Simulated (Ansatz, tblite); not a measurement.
Isomers of Ga₂Se₄⁻ (doublet), found by a short tight-binding search and relaxed with PBE-D4/def2-SVPD in Ansatz.

The xTB rows come from tblite. Correlated methods freeze 54 core orbitals; core or outer-core shells of Ga, Se are correlated, in sets that lack core-valence functions.

Run but left out: HF/STO-3G (A: ⟨S²⟩ 1.07, where a pure state has 0.75).

B: At PBE-D4/def2-SVP, revPBE-D4/def2-SVP the gap within one spin of the charge -1 doublet nearly closes, so an electron or hole may be smeared out by delocalisation error.

Other spin states weren't relaxed.

A:

```xyz
6

Ga    0.7910   -1.2187   -0.3725
Ga   -0.7906    1.2184    0.3744
Se   -1.5015   -1.0715    0.3168
Se   -1.9914    3.0675    0.9361
Se    1.9894   -3.0664   -0.9442
Se    1.5031    1.0707   -0.3106
```

B:

```tsv
atom	x (Å)	y (Å)	z (Å)
Ga1	0.402	-2.978	0.498
Ga2	-0.257	-0.069	-0.064
Se3	1.909	-0.857	0.200
Se4	-1.059	2.213	-0.012
Se5	-1.820	-1.798	-0.220
Se6	0.825	3.490	-0.401
```

C:

```xyz
6

Ga    1.272   -1.475   -1.627
Ga   -0.069    0.629    1.048
Se   -1.769    0.623   -0.635
Se   -1.033   -1.037   -2.220
Se   -0.327    1.843    2.941
Se    1.926   -0.584    0.493
```

Estimate their order by electronic energy at r2SCAN0-D4/def2-SVP, counted from the lowest.

A (0.0) < C (93.0) < B (124.9), in kJ/mol.

Do the other levels pick the same lowest one?

All that were run do. Energies above each level's lowest (kJ/mol):

```csv
level,A,B,C
GFN2-xTB,0.0,75.3,74.8
PBE-D4/def2-SVP,0.0,109.7,82.8
revPBE-D4/def2-SVP,0.0,106.9,81.7
r2SCAN-D4/def2-SVP,0.0,132.4,98.3
PBE0-D4/def2-SVP,0.0,114.2,87.3
r2SCAN0-D4/def2-SVP,0.0,124.9,93.0
PBE-QIDH/def2-SVP,0.0,113.9,83.7
RPA@PBE/def2-SVPD,0.0,146.2,123.3
```
Point groups (tolerance 0.1 Å): A D2h, B not assigned, C not assigned. Lower isomers may exist.
